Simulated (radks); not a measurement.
Results of a calculation; reference values are marked as such.
Problem. All-electron atom: the rubidium ion Rb+ in [Kr] (the NIST ground configuration). Code: a radial shooting solver on a logarithmic mesh with Libxc functionals. Model: Dirac Kohn-Sham, PW91, spin-unpolarised, spherical densities, finite nucleus; Fermi nuclear charge, rms radius 4.2036 fm. Some entries of the table are withheld. Estimate them.

orbital  occ.  eigenvalue (eV)  <1/r> (bohr^-1)  r(max) (bohr)
1s1/2       2        -15035.98              (1)        0.02628
2s1/2       2        -2013.316            8.503         0.1497
2p1/2       2        -1826.871            8.474         0.1173
2p3/2       4        -1766.052            8.162         0.1207
3s1/2       2        -303.6562            2.823         0.4510
3p1/2       2              (2)            2.711         0.4405
3p3/2       4              (3)            2.637         0.4494
3d3/2       4        -110.7483              (4)         0.3914
3d5/2       6        -109.1970              (5)         0.3941
4s1/2       2         -37.6963           0.9238          1.260
4p1/2       2         -22.3128           0.7866          1.406
4p3/2       4         -21.4207           0.7672          1.436

Solution. 
(1) 1s1/2 <1/r> (bohr^-1): 37.88
(2) 3p1/2 eigenvalue (eV): -236.8478
(3) 3p3/2 eigenvalue (eV): -227.7088
(4) 3d3/2 <1/r> (bohr^-1): 2.402
(5) 3d5/2 <1/r> (bohr^-1): 2.383
